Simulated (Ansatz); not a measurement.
Harmonic frequencies (cm⁻¹) at PBE0-D4/def2-TZVP from Ansatz: 277, 308, 360, 440, 521, 750, 870, 1020, 1074, 1119, 1173, 1370, 1515, 3128, 3234.

(1) Which molecule is it?
A. `Cl[C@H]1O[C@@H]1Cl`
B. `C[SiH]1C=N1`
C. `OC=C(Cl)Cl`
D. `ClC1(Cl)CO1`

Results:

(1) D.
